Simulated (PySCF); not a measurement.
C4H6S, SMILES C#CCSC, GFN2-xTB optimised geometry.

```
11

C      2.22     0.59     2.18
C      1.86     0.03     1.18
C      1.33    -0.59     0.00
S     -0.51    -0.59     0.00
C     -0.79     1.20     0.00
H      2.58     1.05     3.05
H      1.62    -1.64    -0.05
H      1.67    -0.07    -0.90
H     -1.86     1.35     0.05
H     -0.40     1.64    -0.92
H     -0.30     1.64     0.87
```

Density from CAM-B3LYP/def2-TZVP (PySCF) at that geometry.

Minimum of the electron density along straight lines between bonded atoms, close to the bond critical point (lines longer than 1.1 times the sum of covalent radii, or with two minima, are not listed):

```json
[
 {"bond": "C1–C2", "length / Å": "1.198", "ρ at the minimum / e bohr⁻³": "?", "∇²ρ there / e bohr⁻⁵": "-1.21", "position (fraction from the first atom)": "0.48"},
 {"bond": "C2–C3", "length / Å": "1.438", "ρ at the minimum / e bohr⁻³": "0.286", "∇²ρ there / e bohr⁻⁵": "-0.83", "position (fraction from the first atom)": "0.53"},
 {"bond": "C3–S4", "length / Å": "1.839", "ρ at the minimum / e bohr⁻³": "0.175", "∇²ρ there / e bohr⁻⁵": "?", "position (fraction from the first atom)": "0.48"},
 {"bond": "S4–C5", "length / Å": "1.813", "ρ at the minimum / e bohr⁻³": "0.184", "∇²ρ there / e bohr⁻⁵": "?", "position (fraction from the first atom)": "0.53"},
 {"bond": "C1–H6", "length / Å": "1.049", "ρ at the minimum / e bohr⁻³": "0.300", "∇²ρ there / e bohr⁻⁵": "-1.15", "position (fraction from the first atom)": "0.66"},
 {"bond": "C3–H7", "length / Å": "1.090", "ρ at the minimum / e bohr⁻³": "0.282", "∇²ρ there / e bohr⁻⁵": "-0.99", "position (fraction from the first atom)": "0.65"},
 {"bond": "C3–H8", "length / Å": "1.092", "ρ at the minimum / e bohr⁻³": "0.281", "∇²ρ there / e bohr⁻⁵": "-0.98", "position (fraction from the first atom)": "0.65"},
 {"bond": "C5–H9", "length / Å": "1.085", "ρ at the minimum / e bohr⁻³": "0.283", "∇²ρ there / e bohr⁻⁵": "-0.99", "position (fraction from the first atom)": "0.65"},
 {"bond": "C5–H10", "length / Å": "1.087", "ρ at the minimum / e bohr⁻³": "0.282", "∇²ρ there / e bohr⁻⁵": "-0.99", "position (fraction from the first atom)": "0.65"},
 {"bond": "C5–H11", "length / Å": "1.087", "ρ at the minimum / e bohr⁻³": "0.284", "∇²ρ there / e bohr⁻⁵": "-1.00", "position (fraction from the first atom)": "0.65"}
]
```

Q: Complete the blanks.

A: 
- C1–C2, ρ at the minimum / e bohr⁻³: 0.422
- C3–S4, ∇²ρ there / e bohr⁻⁵: -0.28
- S4–C5, ∇²ρ there / e bohr⁻⁵: -0.31
